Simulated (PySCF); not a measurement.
HOZr, SMILES [OH][Zr] (connectivity only; charge and spin as stated), neutral, multiplicity 4.

The structure is a stationary point at B3LYP-D3(BJ)/def2-TZVPD. The spin state was assumed, not searched. The def2 effective core potentials stand for the cores of Zr; spin–orbit coupling is left out.

Computed with B3LYP-D3(BJ)/def2-TZVPD (PySCF 2.14.0).

Frequencies are harmonic and unscaled.

```json
[
 {"mode": "1", "ν (cm⁻¹)": "219", "IR (km/mol)": "99.1", "moving atoms (share of kinetic energy)": "H 85 %, O 14 %"},
 {"mode": "2", "ν (cm⁻¹)": "653", "IR (km/mol)": "62.7", "moving atoms (share of kinetic energy)": "O 77 %, Zr 16 %"},
 {"mode": "3", "ν (cm⁻¹)": "3889", "IR (km/mol)": "171.3", "moving atoms (share of kinetic energy)": "H 94 %"}
]
```
